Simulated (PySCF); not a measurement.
**Working with the constants of AlAs**

PBE0 constants of AlAs, ³Σ⁻ (triplet), unpaired electrons π ↑↑ (basis Al cc-pV(T+d)Z, As cc-pVTZ-PP with ECP10; scalar-relativistic core potentials; PySCF 2.14; masses 26.9815 and 74.9216 u):

| Quantity | Value |
| --- | --- |
| ωe | 297.4 cm⁻¹ |
| ωexe | 1.02 cm⁻¹ |
| Be | 0.13255 cm⁻¹ |
| αe | 0.000697 cm⁻¹ |
| D (centrifugal) | 1.05e-07 cm⁻¹ |
| De to Al + As | 2.09 eV |

Question: Give the vibrational terms G(v) and spacings up to v = 6.

Answer: G(v) = ωe(v+½) − ωexe(v+½)².

| v | G(v) (cm⁻¹) | G(v) − G(v−1) | Bv (cm⁻¹) |
| --- | --- | --- | --- |
| 0 | 148.4 |  | 0.1322 |
| 1 | 443.8 | 295.4 | 0.1315 |
| 2 | 737.1 | 293.3 | 0.1308 |
| 3 | 1028.4 | 291.3 | 0.1301 |
| 4 | 1317.6 | 289.2 | 0.1294 |
| 5 | 1604.8 | 287.2 | 0.1287 |
| 6 | 1890.0 | 285.2 | 0.1280 |

Question: How well does the Morse estimate ωe²/(4ωexe) reproduce De, and what is D0?

Answer: It gives 2.69 eV, 129 % of the computed De. D0 = De − G(0) = 2.09 − 0.02 = 2.07 eV.

Spin–orbit coupling is left out. The state was picked by a PBE0 search and need not be the measured ground state.
